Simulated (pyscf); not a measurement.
**`[SiH3][NH][SiH2][Cl]`, singlet**

Gas-phase minimum from PySCF at ωB97X-D3(BJ)/def2-SVP, one conformer. 

```xyz
10

Si    -1.4347    -0.0526    -2.0988
N     -0.0094     0.9576    -2.0233
Si     0.6866     1.6310    -0.5991
Cl    -0.3224     3.3266     0.0490
H     -2.6359     0.6868    -2.5870
H     -1.2097    -1.2105    -3.0124
H     -1.6827    -0.5368    -0.7128
H      0.3145     1.3545    -2.9026
H      0.5987     0.6417     0.5012
H      2.0822     2.0472    -0.8844
```
Charge 0, spin multiplicity 1.

Bonds (Å): Si1–N2 1.749, Si1–H5 1.493, Si1–H6 1.492, Si1–H7 1.489, N2–Si3 1.722, N2–H8 1.018, Si3–Cl4 2.077, Si3–H9 1.482, Si3–H10 1.484. Angles (°): N2–Si1–H5 112.6, N2–Si1–H6 110.6, N2–Si1–H7 106.5, H5–Si1–H6 107.8, H5–Si1–H7 109.4, H6–Si1–H7 110.0, Si1–N2–Si3 126.2, Si1–N2–H8 116.6, Si3–N2–H8 115.7, N2–Si3–Cl4 112.4, N2–Si3–H9 109.2, N2–Si3–H10 109.3, Cl4–Si3–H9 106.5, Cl4–Si3–H10 106.7 (the first ones only).

Properties at ωB97X-D3(BJ)/def2-SVP:

- Harmonic wavenumbers, unscaled: 38, 80, 194, 262, 410, 543, 583, 639, 731, 754, 852, 916, 943, 953, 961, 979, 1016, 1213, 2246, 2258, 2275, 2294, 2306, 3627 cm⁻¹
- Zero-point energy: 38.7 kcal/mol
- Rotational symmetry number: 1
- Entropy of this conformer at 298 K and 1 atm, rigid rotor and harmonic oscillator, modes under 100 cm⁻¹ raised to 100: 343.2 J/(mol K)
- Dipole moment: 1.94 D

Single-point totals, which compare only within one level (frozen core for MP2 and CC):

```csv
level,total energy (hartree)
ωB97X-D3(BJ)/def2-TZVP,-1097.78591
PBE/def2-TZVP,-1097.12864
r²SCAN/def2-TZVP,-1097.58327
B3LYP-D3(BJ)/def2-TZVP,-1097.77931
PBE0-D3(BJ)/def2-TZVP,-1097.24230
M06-2X/def2-TZVP,-1097.61653
ωB97M-D3(BJ)/def2-TZVP,-1097.85023
HF/def2-TZVPP,-1095.47808
MP2/def2-TZVPP,-1096.12929
CCSD/def2-TZVPP,-1096.18608
CCSD(T)/def2-TZVPP,-1096.21284
```

The lowest mode is so soft that the shape along it may change with the basis. Soft torsions are taken as harmonic, which can shift the entropy by several J/(mol K). The CCSD(T) − MP2 part came from Ansatz, without density fitting, on the same reference.
